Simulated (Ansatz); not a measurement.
CH6SSi2, SMILES `[SiH3]C1[SiH2]S1`. Total charge 0; spin multiplicity 1. All single points use the PBE0-D4/def2-TZVP geometry.

```xyz
10

Si   -0.946    1.192    0.237
C     0.605    0.275   -0.228
Si    0.663   -1.566   -0.251
S     1.533   -0.414    1.253
H    -0.631    2.402    1.041
H    -1.672    1.611   -0.995
H    -1.812    0.287    1.036
H     1.275    0.780   -0.924
H     1.551   -2.240   -1.222
H    -0.567   -2.327    0.053
```

What is the dipole moment at ωB97M-V/def2-TZVPP? (Best estimate.)

Ansatz gave: 1.77 D, with components (-0.26, -0.81, -1.55) D in this frame, pointing from negative to positive charge.

And with PBE, r2SCAN, B3LYP? (Estimate.)

The calculation gave: PBE 1.59 D, r2SCAN 1.70 D, B3LYP 1.73 D.

Give the Mulliken charges with ωB97M-V, r2SCAN, PBE in def2-TZVPP. (Best estimate.)

Computed: 
```tsv
atom	ωB97M-V	r2SCAN	PBE
Si1	0.19	0.30	0.21
C2	-0.31	-0.19	-0.14
Si3	0.25	0.36	0.26
S4	-0.18	-0.24	-0.20
H5	-0.02	-0.07	-0.05
H6	-0.04	-0.08	-0.06
H7	-0.02	-0.07	-0.05
H8	0.14	0.09	0.12
H9	-0.01	-0.06	-0.04
H10	0.00	-0.05	-0.04
```

B3LYP here is the variant with VWN-RPA as its local correlation; programs differ in this.
